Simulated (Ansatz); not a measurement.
Ga8P8H22⁺, a nanocrystal cut from wurtzite GaP (hydrogen-capped). Charge 1, multiplicity 2. Geometry PBE-D4/def2-SVP, that of the neutral singlet; atoms count from 1.

| atom | x (Å) | y (Å) | z (Å) |
| --- | --- | --- | --- |
| Ga1 | 4.166 | 0.921 | -1.609 |
| P2 | 3.040 | -0.925 | -2.775 |
| P3 | 2.502 | 1.170 | 0.122 |
| Ga4 | 0.418 | 1.957 | -0.724 |
| Ga5 | 0.938 | -1.858 | -2.059 |
| P6 | -0.488 | 0.045 | -1.873 |
| P7 | -1.093 | 2.295 | 1.086 |
| Ga8 | -3.201 | 3.226 | 0.367 |
| Ga9 | -2.603 | -0.750 | -1.109 |
| P10 | -3.924 | 1.254 | -0.908 |
| Ga11 | 2.429 | -0.769 | 1.486 |
| P12 | 1.278 | -2.428 | 0.221 |
| P13 | 0.793 | -0.173 | 3.159 |
| Ga14 | -1.454 | 0.447 | 2.527 |
| Ga15 | -0.690 | -3.334 | 1.318 |
| P16 | -2.105 | -1.370 | 1.128 |
| H17 | 4.108 | 2.153 | -2.592 |
| H18 | 5.481 | 0.302 | -0.994 |
| H19 | 2.894 | -0.608 | -4.162 |
| H20 | 3.937 | -2.029 | -2.920 |
| H21 | 2.979 | 2.216 | 0.977 |
| H22 | 0.552 | 3.203 | -1.679 |
| H23 | 0.405 | -3.003 | -2.997 |
| H24 | -0.716 | 0.472 | -3.221 |
| H25 | -0.481 | 3.299 | 1.904 |
| H26 | -2.952 | 4.362 | -0.699 |
| H27 | -4.184 | 3.326 | 1.597 |
| H28 | -3.268 | -1.854 | -2.012 |
| H29 | -4.287 | 1.639 | -2.237 |
| H30 | -5.218 | 0.836 | -0.465 |
| H31 | 3.794 | -1.216 | 2.130 |
| H32 | 2.210 | -3.515 | 0.172 |
| H33 | 1.336 | 0.901 | 3.930 |
| H34 | 0.760 | -1.162 | 4.190 |
| H35 | -2.367 | 0.712 | 3.782 |
| H36 | -1.290 | -4.481 | 0.417 |
| H37 | -0.329 | -3.495 | 2.852 |
| H38 | -3.370 | -1.768 | 1.668 |

Single mean-field runs in def2-SVP are fitted with def2-universal-jkfit.

Problem. Estimate the Mulliken populations of the heavy atoms from the PBE0/def2-SVP orbitals of Ansatz.

Solution. 
```tsv
atom	charge (e)	spin (α − β)
Ga1	0.26	0.03
P2	-0.20	0.04
P3	-0.33	0.21
Ga4	0.34	0.00
Ga5	0.38	0.01
P6	-0.43	0.06
P7	-0.33	0.21
Ga8	0.26	0.03
Ga9	0.38	0.01
P10	-0.20	0.04
Ga11	0.35	-0.02
P12	-0.41	0.04
P13	-0.17	0.09
Ga14	0.35	-0.02
Ga15	0.24	0.02
P16	-0.41	0.04
```
Mulliken values depend strongly on the basis.

Problem. Where does the spin sit?

Solution. Summed by element: Ga 0.06, P 0.75, H 0.19, of 1 unpaired in all. Largest on single atoms: P3 0.21, P7 0.21, P13 0.09.

Problem. And the Mayer bond orders between heavy atoms (over 0.3)?

Solution. Ga1–P2 0.64 (2.46 Å); Ga1–P3 0.58 (2.41 Å); P2–Ga5 0.70 (2.41 Å); P3–Ga4 0.72 (2.38 Å); P3–Ga11 0.78 (2.37 Å); Ga4–P6 0.75 (2.41 Å); Ga4–P7 0.72 (2.38 Å); Ga5–P6 0.72 (2.39 Å); Ga5–P12 0.79 (2.37 Å); P6–Ga9 0.72 (2.39 Å); P7–Ga8 0.58 (2.41 Å); P7–Ga14 0.78 (2.37 Å); Ga8–P10 0.64 (2.46 Å); Ga9–P10 0.70 (2.41 Å); Ga9–P16 0.79 (2.37 Å); Ga11–P12 0.80 (2.38 Å); Ga11–P13 0.68 (2.42 Å); P12–Ga15 0.61 (2.43 Å); P13–Ga14 0.68 (2.42 Å); Ga14–P16 0.80 (2.38 Å); Ga15–P16 0.61 (2.43 Å).
